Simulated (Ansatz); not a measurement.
Isolated molecules relaxed with PBE0-D4/def2-TZVP in Ansatz; ΔE leaves out vibrations. CBS: MP2 limit from def2 TZ/QZ plus the TZ coupled-cluster correction, frozen cores. Functionals use def2-TZVPP. def2 core potentials past Kr. For Br, Sn outer-core shells are correlated without core-valence functions, which leaves a few kJ/mol of doubt a bond. Scalar relativity is left out up to krypton. Each species was taken in one conformer, which may not be the lowest.

Reaction (redistribution): `[Br][Al]1[CH2][CH2]1` + `[NH2][SnH2][Cl]` → `[NH2][Al]1[CH2][CH2]1` + `[Cl][SnH2][Br]`

`[Br][Al]1[CH2][CH2]1`:

Z-matrix (Å, degrees):
```
C
Al 1 1.889
C 1 1.611 2 64.8
H 1 1.089 2 122.6 3 -103.6
H 1 1.089 2 122.7 3 103.6
Br 2 2.235 1 154.8 3 -180.0
H 3 1.089 1 114.2 2 -116.3
H 3 1.089 1 114.2 2 116.1
```

`[NH2][SnH2][Cl]`:

Z-matrix (Å, degrees):
```
Sn
Cl 1 2.349
N 1 2.009 2 110.8
H 1 1.697 2 105.8 3 -117.5
H 1 1.697 2 105.8 3 117.5
H 3 1.012 1 113.9 2 -61.9
H 3 1.012 1 113.9 2 62.4
```

`[NH2][Al]1[CH2][CH2]1`:

Z-matrix (Å, degrees):
```
C
Al 1 1.896
C 1 1.607 2 64.9
H 1 1.089 2 122.6 3 103.4
H 1 1.089 2 123.0 3 -103.4
N 2 1.757 1 154.9 3 180.0
H 3 1.089 1 114.0 2 116.7
H 3 1.089 1 113.9 2 -116.3
H 6 1.007 2 124.7 1 -0.2
H 6 1.007 2 124.7 1 179.8
```

`[Cl][SnH2][Br]`:

Z-matrix (Å, degrees):
```
Sn
Cl 1 2.319
Br 1 2.465 2 107.0
H 1 1.696 2 107.4 3 -116.1
H 1 1.696 2 107.4 3 116.1
```

```csv
level,ΔE (kJ/mol)
r2SCAN-D4,-26.6
ωB97X-V,-27.2
ωB97M-V,-28.8
B2PLYP,-26.8
SCS-MP2/def2-TZVPP,-20.9
HF/def2-QZVPP,-32.9
SCS-MP2/def2-QZVPP,-25.6
HF/CBS(def2),-33.1
```

Problem. What does CCSD(T)/CBS give? (An estimate is asked.)

Solution. Ansatz gave: -27.5 kJ/mol. The listed levels differ from it by 0.9, 0.3, -1.3, 0.7, 6.6, -5.4, 1.9, -5.6 kJ/mol.

Largest T1 diagnostic among the species: 0.012.

In def2-TZVPP, CCSD(T) changes the Hartree–Fock value by +11.2 kJ/mol (the triples alone add +2.1 kJ/mol) and MP2 by +10.8 kJ/mol.
